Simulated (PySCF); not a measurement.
**PBE on Ir+ (iridium, charge +1)**

Configuration: [Xe] 4f14 5d7 6s1, high-spin 5F determinant. All numbers are calculated (PySCF 2.14, scalar relativity through the core potential, in aug-cc-pVDZ-PP with ECP60MDF).

* Total energy: -104.1098 hartree
* One-electron energy: -174.8214 hartree
* Hartree (Coulomb) energy: 80.9817 hartree
* Exchange-correlation energy: -10.2701 hartree
* ⟨S²⟩: 6.0006
* ⟨L²⟩: 12.008
* Sum of ⟨r⟩: 23.52 bohr
* Sum of ⟨r²⟩: 42.93 bohr²
* Time after the integrals: 0.67 s of wall time on 1 thread of Neoverse-V2 (shared host)

```
shell  electrons  mean orbital energy (eV)  spread (eV)  rms radius, mean of both spins (bohr)
 5s α          1                   -106.27            0                                   1.05
 5s β          1                   -104.43            0                                   1.05
 5p α          3                   -63.988            0                                   1.22
 5p β          3                   -61.830            0                                   1.22
 5d α          5                   -16.401        0.832                                   1.82
 5d β          2                   -14.387            0                                   1.82
 6s α          1                   -14.224            0                                   2.92
```

Energies and moments cover only the electrons outside the core potential. Spin-orbit coupling, absent here, splits the open shell strongly.
